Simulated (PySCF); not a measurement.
B(Me)(vinyl)(NH2) (C3H8BN), SMILES NB(C=C)C. Atoms are numbered in the order given.

```xyz
13

B      0.2175     0.2207     0.3658
C      1.3625    -0.0941     1.4136
H      1.3601    -1.1642     1.6862
H      1.3027     0.4952     2.3433
H      2.3507     0.0966     0.9570
C      0.1513    -0.5731    -0.9933
C     -0.9772    -0.8637    -1.6589
H      1.0885    -0.9709    -1.4083
H     -0.9870    -1.4520    -2.5834
H     -1.9595    -0.5381    -1.2943
N     -0.7456     1.2032     0.6330
H     -0.7814     1.7225     1.5021
H     -1.4626     1.4703    -0.0315
```

Geometry: B3LYP-D3(BJ)/def2-SVP. This is a generated structure with no PubChem entry under its InChIKey; it may be hypothetical. Other conformers were not sampled.

Computed with PySCF with HF/pcSseg-1.

GIAO shieldings, no solvent; atoms listed in one row are averaged. δ = σ(ref) − σ: ¹¹B against BF3 (σ = 102.7 ppm); ¹³C against TMS (σ = 192.6 ppm); ¹H against TMS (σ = 31.99 ppm); ¹⁵N against NH3 (σ = 267.3 ppm), references at their B3LYP-D3(BJ)/def2-TZVP geometries, non-relativistic.

**Question.** Estimate the chemical shifts. (The exact figures need the calculation; the answer reports its results.)

**Answer.** 
```
nucleus       atoms  count  δ (ppm)
-------  ----------  -----  -------
¹¹B              B1      1     30.9
¹³C              C6      1    149.9
¹³C              C7      1    138.2
¹³C              C2      1      7.8
¹H               H8      1     6.54
¹H          H9, H10      2     6.17
¹H              H13      1     3.82
¹H              H12      1     3.62
¹H       H3, H4, H5      3     0.75
¹⁵N             N11      1     87.0
```
